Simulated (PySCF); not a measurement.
# N⁺ (nitrogen, charge +1) across methods

[He] 2s2 2p1 3d1, one real determinant (an excited configuration). All numbers are calculated (PySCF 2.14, the non-relativistic Hamiltonian (point nucleus), in dyall-av3z (15s9p3d2f, 71 functions)).

| method | E (hartree) | mean ε 2s β (eV) | mean ε 2p α (eV) | mean ε 3d α (eV) | Σ⟨r²⟩ (bohr²) | ⟨S²⟩ |
| --- | --- | --- | --- | --- | --- | --- |
| TPSSh | -53.1845 | -39.700 | -31.543 | -3.256 | 16.26 | 2.002 |
| BP86 | -53.1742 | -38.860 | -30.057 | -3.208 | 16.21 | 2.001 |
| PBE | -53.1125 | -38.695 | -30.005 | -3.117 | 16.23 | 2.001 |
| M06-L | -53.1690 | -39.170 | -30.823 | -3.052 | 16.27 | 2.002 |
| UHF | -52.98560 | -45.047 | -39.144 | -4.510 | 16.41 | 2.004 |
| PBE0 | -53.1137 | -40.623 | -32.413 | -3.564 | 16.25 | 2.001 |
| LDA | -52.6902 | -38.504 | -29.788 | -2.819 | 16.17 | 2.000 |
| wB97M-V | -53.1636 | -43.224 | -34.462 | -4.688 | 16.04 | 2.001 |
| r2SCAN | -53.1344 | -39.088 | -30.961 | -2.995 | 16.27 | 2.002 |

⟨L²⟩ = 8.01 against 12 for a pure F term, so this real determinant mixes terms. The outer electron is Rydberg-like, and this basis confines it to a smaller radius and binds it less than a complete one would.
